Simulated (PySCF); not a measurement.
## How the method moves the HOMO and LUMO of i-BuOEt

Compound: i-BuOEt, C6H14O.
Cartesian coordinates in Å at the PBE0-D3(BJ)/def2-SVP level; atoms count from 1:
```xyz
21
C6H14O angstrom
C      2.9407    0.1526   -0.8450
C      2.3176   -0.5084    0.3716
O      0.9241   -0.6296    0.3023
C      0.2092    0.5563    0.4930
C     -1.2785    0.2486    0.5437
C     -1.7428   -0.4295   -0.7389
C     -2.0696    1.5160    0.8378
H      4.0388    0.1214   -0.7768
H      2.6369   -0.3731   -1.7629
H      2.6452    1.2082   -0.9417
H      2.6076    0.0391    1.2926
H      2.7035   -1.5348    0.4750
H      0.5249    1.0460    1.4387
H      0.4023    1.2848   -0.3227
H     -1.4231   -0.4595    1.3794
H     -1.6462    0.2540   -1.5996
H     -2.7989   -0.7323   -0.6691
H     -1.1361   -1.3218   -0.9459
H     -1.9334    2.2626    0.0375
H     -3.1468    1.3019    0.9073
H     -1.7590    1.9813    1.7866
```

Basis pcSseg-1 throughout (PySCF), one geometry. Isolated species at its PBE0-D3(BJ)/def2-SVP geometry (one conformer only).

Q: How do the orbital energies, the gap and the dipole change with the method?

A: 
```
   method                    kind  HOMO (eV)  LUMO (eV)  gap (eV)  μ (D)  SCF cycles
      PBE                     GGA      -5.70       0.66      6.36   1.02          14
    B97-D                     GGA      -5.74       0.82      6.56   1.04          14
     BP86                     GGA      -5.81       0.73      6.54   1.04          13
      KT3                     GGA      -5.89       0.56      6.45   1.00          14
     PBE0           global hybrid      -7.28       1.50      8.77   1.13          12
BHandHLYP           global hybrid      -8.81       2.17     10.99   1.21          12
  wB97X-D  range-separated hybrid      -9.20       3.31     12.51   1.17          12
       HF            Hartree–Fock     -11.23       4.34     15.58   1.31          10
```

The HOMO spans 5.54 eV, from PBE down to HF, and the gap runs from 6.36 eV (PBE) to 15.58 eV (HF). Over the methods PBE (0 %), B97-D (0 %), BP86 (0 %), KT3 (0 %), PBE0 (25 %), BHandHLYP (50 %), HF (100 %), a straight line through the gap against the share of exact exchange rises by 0.91 eV for each 10 % (correlation coefficient 1.000). The dipole ranges from 1.00 D (KT3) to 1.31 D (HF). This basis has no diffuse functions.

The vertical ΔSCF ionisation energy at PBE0/def2-SVPD is 9.39 eV; −ε(HOMO) comes closest to it with wB97X-D (9.20 eV).
